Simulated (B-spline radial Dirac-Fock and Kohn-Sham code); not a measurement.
**Core-level shifts of technetium with charge state**

Level of theory: relaxed Dirac-Fock hole states (ΔSCF) with Breit and QED corrections and a finite nucleus; an atomic code on a B-spline grid. Each ion is free and in its tabulated ground configuration. Electron correlation is not included.

Reference: Tc¹⁵⁺, [Ar] 3d10, with K 21422.3 eV, L1 3416.1 eV, L2 3164.0 eV, M2 798.9 eV, M3 778.2 eV, Kα1 (K-L3) 18375.1 eV, Kβ1 (K-M3) 20644.0 eV, Lℓ (L3-M1) 2150.9 eV. Shifts from it, in eV (a dash: the subshell is empty, belongs to an open shell averaged over j, or its hole state is left out as unreliable):

```
  ion  configuration       K      L1      L2      M2      M3    Kα1     Kβ1      Lℓ
Tc¹⁶⁺       [Ar] 3d9   +66.7   +66.4   +66.7   +52.2   +51.7  +0.16  +15.06  +14.14
Tc¹⁷⁺       [Ar] 3d8  +135.9  +135.1  +135.6  +105.7  +104.7  +0.49  +31.23  +29.28
Tc¹⁸⁺       [Ar] 3d7  +207.6  +206.0  +206.9  +160.6  +159.1  +0.99  +48.51  +45.40
Tc¹⁹⁺       [Ar] 3d6       ?       ?       ?       ?       ?      ?       ?       ?
Tc²⁰⁺       [Ar] 3d5  +358.1  +354.3  +356.1  +274.3  +271.7  +2.59  +86.42  +80.60
```

Q: Give the missing shifts for Tc¹⁹⁺.

A: K +281.6, L1 +279.0, L2 +280.4, M2 +216.8, M3 +214.7, Kα1 +1.69, Kβ1 +66.91, Lℓ +62.51 (eV).

Over this range K (1s) moves by +358.1 eV and Kα1 by +2.6 eV: a line is a difference of two levels that shift in the same direction.

Values without a named source are computed, but for edge energies of neutral atoms, which are taken from tables.
